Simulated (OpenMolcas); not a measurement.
An OpenMolcas run meant for Cu3+ (ANO-RCC-VDZP, DKH2; inactive shells 1s 2s 2p 3s 3p; intended active space 8 electrons in 5 orbitals (3d)). One step of its input:

```
&RASSCF
FileOrb=start.orb
Symmetry=2
Spin=3
nActEl=8 0 0
Inactive=3 6
Ras2=5 0
CIRoot=10 10 1
SDav=10
CIMx=300
Iter=89 100
PrWF=0.3
OrbListing=Nothing
MaxOrb=0
Atom
>>> COPY $Project.JobIph JOB001
```

Lines from the output:

```
...
      Number of secondary orbitals              20
      Spin quantum number                      1.0
      State symmetry                             2
Orbital specifications:
      -----------------------

      Symmetry species                           1   2
                                                ag  au
      Frozen orbitals                            0   0
      Inactive orbitals                          3   6
      Active orbitals                            5   0
      RAS1 orbitals                              0   0
      RAS2 orbitals                              5   0
      RAS3 orbitals                              0   0
      Secondary orbitals                         7  13
      Deleted orbitals                           0   0
      Number of basis functions                 15  19
      Number of CSFs                             0
      Number of root(s) required                10
 ************ ERROR ***********
  You can't ask for more roots
  than there are configurations
 ******************************
--- Stop Module: rasscf at  /rc=_RC_INPUT_ERROR_ ---
.####################.
.# User input error #.
.####################.
```

Problem. What is wrong with the input?

Solution. The state symmetry names the wrong parity for these configurations.
